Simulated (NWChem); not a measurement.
Molecule: VNH$_{2}$OF$_{2}$; SMILES [V]([F])([NH2])([F])=[O]

```xyz
7

V      0.0657     0.0320     0.0000
O      1.5565    -0.3421     0.0000
F     -0.3474     0.9339    -1.4054
F     -0.3474     0.9339     1.4054
N     -0.7916    -1.5382     0.0000
H     -0.3572    -2.4565     0.0000
H     -1.8095    -1.5860     0.0000
```
Atoms are numbered in this order, from 1.

Computed with NWChem. The geometry was optimised at PBE0/def2-SVP. Total energies compare along this basis series because the functional is fixed.

```json
[
 {"level": "B3LYP/pcseg-1", "basis functions": "97", "energy (Ha)": "-1274.8938", "highest occupied level (eV)": "-8.91", "orbital gap (eV)": "5.50", "dipole (D)": "3.60"},
 {"level": "B3LYP/aug-pcseg-1", "basis functions": "157", "energy (Ha)": "-1274.9225", "highest occupied level (eV)": "-8.91", "orbital gap (eV)": "5.54", "dipole (D)": "3.45"},
 {"level": "B3LYP/pcseg-2", "basis functions": "204", "energy (Ha)": "-1275.2439", "highest occupied level (eV)": "-8.89", "orbital gap (eV)": "(withheld)", "dipole (D)": "3.46"},
 {"level": "B3LYP/def2-SVP", "basis functions": "97", "energy (Ha)": "-1274.6829", "highest occupied level (eV)": "-8.60", "orbital gap (eV)": "5.54", "dipole (D)": "3.48"}
]
```

Task: Some entries are withheld; supply them.

Result: 
- B3LYP/pcseg-2, orbital gap (eV): 5.65
